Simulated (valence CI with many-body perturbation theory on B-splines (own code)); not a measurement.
Hyperfine factors and g values of Au40+

Computed by relativistic CI+MBPT: three valence electrons over a frozen Dirac-Fock core [Kr], radial functions for each j: 7 s, 7 p, 8 d, 6 f, 4 g, 1 h, with the one-electron correlation potential Σ1 (screened to all orders), the two-electron term Σ2, the three-electron term Σ3, Breit, model QED; selected single and double excitations, second order for the rest, scaled by the run's own slope (own B-spline code, finite nucleus).

No measured spectrum was set against this ion. As an estimate, large intervals hold to a few tenths of a per cent, small ones and those within an open d or f shell to about a per cent. The list stops below the first excitations out of the core.

A/g_I is the dipole constant over the nuclear g factor μ/I (μ in nuclear magnetons, uniformly magnetised nucleus), B/Q the quadrupole constant per barn. Both hold the static response of the core; the bare values leave it out. Large factors of s and p1/2 electrons are usually good to 5 to 10 %; those of open d and f shells near neutrality can be off by tens of per cent, and small factors of p3/2, d and f electrons come from cancelling terms and can be off by a factor of two or in sign, in half-filled shells by more. B is blank for J = 1/2, where it vanishes, and for nearly pure S terms. Energies count from the lowest level.

Levels are named by their leading jj configuration (3d3/2^4 stands for four electrons in 3d with j = 3/2), which in mixed levels can hold well under half, so a name can repeat and another be missing. Letters in brackets count levels of one name in rising energy.

```tsv
Level	E (cm⁻¹)	g	A/g_I (MHz)	A/g_I bare	B/Q (MHz/b)	B/Q bare
(4d3/2^3) J=3/2	0	0.712	36100	34900	-22600	-21900
(4d3/2^2 4d5/2) J=5/2 [a]	182000	1.055	20100	19900	-12000	-11600
(4d3/2^2 4d5/2) J=3/2	202440	1.186	15800	16000	-4690	-4520
(4d3/2^2 4d5/2) J=7/2	217390	1.046	21900	21700	8870	8520
(4d3/2^2 4d5/2) J=9/2	219170	1.042	22700	22400	25900	24900
(4d3/2^2 4d5/2) J=1/2	220720	1.833	-17500	-15300		
(4d3/2^2 4d5/2) J=5/2 [b]	295850	1.261	12600	13000	38200	36900
(4d3/2 4d5/2^2) J=7/2 [a]	395590	1.117	16200	16200	-2410	-2360
(4d3/2 4d5/2^2) J=9/2	412070	1.137	16900	17000	7160	6820
(4d3/2 4d5/2^2) J=3/2 [a]	426720	1.120	19000	19000	-22800	-22000
(4d3/2 4d5/2^2) J=1/2	436870	1.494	-7640	-6410		
(4d3/2 4d5/2^2) J=5/2 [a]	441690	1.284	5470	6030	28700	27700
(4d3/2 4d5/2^2) J=11/2	445410	1.086	19200	19200	48400	46800
(4d3/2 4d5/2^2) J=5/2 [b]	470390	1.097	20400	20400	-10300	-9960
(4d3/2 4d5/2^2) J=7/2 [b]	474090	1.092	19800	19800	9780	9520
(4d3/2 4d5/2^2) J=3/2 [b]	538690	0.899	31800	31100	30200	29100
(4d5/2^3) J=9/2	624280	1.161	13700	13900	3900	3770
(4d5/2^3) J=3/2	669290	1.124	14900	14900	2740	2630
(4d5/2^3) J=5/2	704730	1.166	13700	13900	3680	3560
```

Problem. Take the isotope of mass number 197, with I = 3/2, μ = 0.1452 μN and Q = 0.547 b. What is the hyperfine structure of (4d3/2^2 4d5/2) J=7/2?

Solution. From the table A = 2120 MHz, B = 4850 MHz. Shifts from the centre of gravity in MHz: F = 2: -11700, F = 3: -8820, F = 4: -1720, F = 5: 12300.
